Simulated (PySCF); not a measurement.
C4H13NOSi.
InChI=1S/C4H13NOSi/c1-4(2,3)7(5)6/h6-7H,5H2,1-3H3/t7-/m0/s1

Method used: PySCF 2.14.0, density-fitted response routines, TDDFT CAM-B3LYP/def2-SVPD, vertical, gas phase, core orbitals frozen in the response. One conformer (not necessarily the lowest) at the PBE0-D3(BJ)/def2-SVP geometry, without solvent, vibrations or thermal averaging. Torsions of this conformer, `[CH3:1][C:2]([CH3:3])([CH3:4])[Si@@H:5]([NH2:6])[OH:7]`: C1–C2–Si5–N6 -61°, H–N6–Si5–C2 -29°, H–N6–Si5–C2 -172°, H–O7–Si5–C2 -78°.

```tsv
state	E (eV)	ν̃ (cm⁻¹)	f	main configurations (H = HOMO, L = LUMO)
S1	6.68	53920	0.032	H→L (48%), H-1→L (29%), H-1→L+2 (8%)
S2	7.20	58090	0.0069	H→L (40%), H-1→L (38%), H→L+1 (10%)
S3	7.52	60680	0.016	H→L+1 (74%), H-1→L (12%)
S4	7.88	63560	0.038	H-1→L+1 (47%), H→L+2 (32%)
S5	7.92	63850	0.0086	H→L+2 (43%), H-1→L+1 (32%)
S6	8.09	65270	0.018	H→L+3 (28%), H-1→L+2 (25%), H→L+5 (10%)
S7	8.35	67380	0.058	H→L+5 (19%), H-1→L+2 (16%), H→L+4 (12%)
S8	8.46	68190	0.073	H→L+3 (45%), H-1→L+2 (15%), H→L+7 (10%)
S9	8.56	69070	0.013	H-4→L (20%), H-4→L+1 (11%), H→L+3 (8%)
S10	8.76	70640	0.088	H→L+4 (24%), H→L+6 (15%), H→L+5 (10%)
```

Triplets, Tamm–Dancoff:

```
state  E (eV)  λ (nm)  main configurations (H = HOMO, L = LUMO)
   T1    6.32   196.1     H→L (36%), H-1→L (34%), H-1→L+2 (11%)
   T2    7.00   177.1       H→L (40%), H→L+1 (22%), H-1→L (18%)
   T3    7.29   170.2        H→L+1 (48%), H-1→L (26%), H→L (9%)
   T4    7.57   163.8                             H-1→L+1 (59%)
```

The lowest singlet lies at 6.68 eV (185 nm, vacuum ultraviolet) and is of moderate strength; its leading configuration is HOMO→LUMO (48%). The strongest level in the table is S10 at 8.76 eV (142 nm, f = 0.088). It is the last of those listed, so stronger ones may follow. Löwdin shares by element: HOMO nitrogen 21%, carbon 20% or more, silicon 17%, hydrogen 10% or more (atoms not listed hold the other 32%); LUMO silicon 22%, hydrogen 16% or more, oxygen 14% (atoms not listed hold the other 48%). Orbital energies (eV): HOMO-3 -10.79, HOMO-2 -10.75, HOMO-1 -9.20, HOMO -8.79, LUMO 0.96, LUMO+1 1.58, LUMO+2 1.72. Weighted by f, the mean energy of these states is 8.20 eV. The listed states span 2.07 eV, and the widest gap between neighbours is 0.52 eV (S1 to S2). No computed singlet lies in the visible range (380 to 750 nm); the lowest, at 185 nm, stands 3.42 eV above its violet end (3.26 eV). The vertical ionisation energy (ΔSCF) is 9.47 eV, 0.71 eV above S10. The window holds the lowest 10 singlets.

Without π bonds the low states are Rydberg-like; a valence basis with one diffuse set may place them up to an eV too high.
